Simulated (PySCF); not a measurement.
Input of a run (PBE0-D3(BJ)/def2-SVP geometry optimisation, gas phase (PySCF 2.14.0)), started from GFN2-xTB:
```
{"job": {"xc": "PBE0", "basis": "def2-SVP", "d3": "d3bj", "grid": 1, "shake": 0.01, "kind": "geom"}, "charge": 0, "multiplicity": 1}
C     -1.849000     0.164270    -0.168260
O     -0.799190    -0.537960    -0.754360
C      0.091450    -1.028180     0.153440
O      0.916560    -0.000260     0.779780
C      1.667260     0.689630    -0.078140
F      1.974990     1.876170     0.492640
F      2.860980     0.056040    -0.280610
H     -2.443000    -0.454880     0.476880
H     -1.506340     1.050700     0.421360
H     -2.483690     0.531930    -0.992510
H      0.757660    -1.719950    -0.373120
H     -0.365770    -1.535960     1.012150
H      1.183900     0.891570    -1.066570
```

Output (energies in Eh, forces in Eh/bohr):
```
step   0  E = -467.21366914  max force = 0.030370
step   1  E = -467.21714957  max force = 0.005826
step   2  E = -467.21733502  max force = 0.002099
step   3  E = -467.21738752  max force = 0.000780
step   4  E = -467.21742359  max force = 0.000785
step   5  E = -467.21746827  max force = 0.001542
step   6  E = -467.21750719  max force = 0.001513
step   7  E = -467.21751394  max force = 0.000890
step   8  E = -467.21751972  max force = 0.000637
step   9  E = -467.21753207  max force = 0.000467
step  10  E = -467.21754091  max force = 0.000588
step  11  E = -467.21754783  max force = 0.000598
step  12  E = -467.21755231  max force = 0.000332
optimisation converged
```

**Question.** Summarise the run.

**Answer.** The energy falls by 0.106 eV over 13 energy and gradient evaluations, the largest force component goes from 0.0304 to 3.3e-04 Eh/bohr, and the atoms move by 0.081 Å rms after alignment. The bond that changes most is C3–O4 (sp3 carbon bearing two oxygens to ether oxygen), which shortens by 0.048 Å. Bonds longer at the end by more than 0.005 Å: 6 of 12; shorter: 6. Among the angles that change most is O4–C3–H11, from 107.9° to 110.5°. The energy never rose by more than 1e-6 Eh on the way. The first step brought 90 % of the lowering.

**Question.** What are the final bond lengths?

**Answer.** C1–O2 1.406 Å, O2–C3 1.376 Å, C3–O4 1.411 Å, O4–C5 1.358 Å, C5–F6 1.333 Å, C5–F7 1.350 Å, C1–H8 1.106 Å, C1–H9 1.103 Å, C1–H10 1.098 Å, C3–H11 1.102 Å, C3–H12 1.104 Å, C5–H13 1.105 Å. Numbering counts from 1 in the input's order; the species is `FC(OCOC)F`.

The run used 128 basis functions and 83 SCF cycles in all. Time: 68 s wall; peak memory 0.49 GiB. Hardware: one thread, Arm Neoverse V2 (aarch64), no GPU, shared host with 192 logical CPUs at a one-minute load of 33.

Not checked by PBE0-D3(BJ)/def2-SVP frequencies. The numbers are those of one conformer.

Shape of the structure used: `[CH3:1][O:2][CH2:3][O:4][CH:5]([F:6])[F:7]`: C1–O2–C3–O4 -69°, O2–C3–O4–C5 -70°, C3–O4–C5–F6 161°.
